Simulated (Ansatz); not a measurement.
BH7OSSi2, SMILES `OB(S)[SiH2][SiH3]` from Hartree–Fock to CCSD(T)

Cartesian coordinates in Å:
```
O -0.896 2.239 0.345
B -1.043 1.047 -0.283
S -1.663 1.001 -1.991
Si -0.476 -0.634 0.686
Si 1.825 -0.940 0.378
H -1.148 3.014 -0.168
H -1.656 -0.333 -2.131
H -0.769 -0.567 2.145
H -1.180 -1.820 0.118
H 2.305 -2.175 1.055
H 2.576 0.223 0.922
H 2.126 -1.055 -1.076
```

Charge 0, multiplicity 1. The geometry is a stationary point of PBE0-D4/def2-TZVP. It is one conformer, not always the lowest. Frozen core, restricted reference, Ansatz 0.2.0. CBS rows extrapolate triple and quadruple zeta; past MP2 they add the triple-zeta difference.

```csv
basis,HF (Eh),MP2 corr.
def2-TZVPP,-1079.16567,-0.76833
def2-QZVPP,-1079.19919,-0.82836
```

Estimate the CCSD correlation energy and the (T) correction in each basis where they were run (hartree).


```
     basis  CCSD corr.       (T)
def2-TZVPP    -0.83593  -0.03405
 CBS(def2)    -0.94041     as TZ
```
